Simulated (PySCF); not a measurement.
Radial density of In⁺ (indium, charge +1)

UHF, [Kr] 4d10 5s2, closed-shell 1S. Computed with PySCF 2.14 in cc-pVDZ-PP with ECP28MDF, with scalar relativity through the core potential. This is the valence pseudo-density: the core potential removes the inner electrons and smooths the orbitals near the nucleus.

```json
{"r (bohr)": "0.0165", "4πr²ρ (e/bohr)": "1.871e-05"}
{"r (bohr)": "0.0278", "4πr²ρ (e/bohr)": "4.670e-05"}
{"r (bohr)": "0.0468", "4πr²ρ (e/bohr)": "0.0001081"}
{"r (bohr)": "0.0787", "4πr²ρ (e/bohr)": "0.0004292"}
{"r (bohr)": "0.132", "4πr²ρ (e/bohr)": "0.004915"}
{"r (bohr)": "0.223", "4πr²ρ (e/bohr)": "0.07857"}
{"r (bohr)": "0.375", "4πr²ρ (e/bohr)": "1.657"}
{"r (bohr)": "0.630", "4πr²ρ (e/bohr)": "15.72"}
{"r (bohr)": "1.06", "4πr²ρ (e/bohr)": "17.26"}
{"r (bohr)": "1.78", "4πr²ρ (e/bohr)": "3.894"}
{"r (bohr)": "3.00", "4πr²ρ (e/bohr)": "0.7760"}
{"r (bohr)": "5.04", "4πr²ρ (e/bohr)": "0.05634"}
{"r (bohr)": "8.48", "4πr²ρ (e/bohr)": "0.0002890"}
```

Energies and moments cover only the electrons outside the core potential.
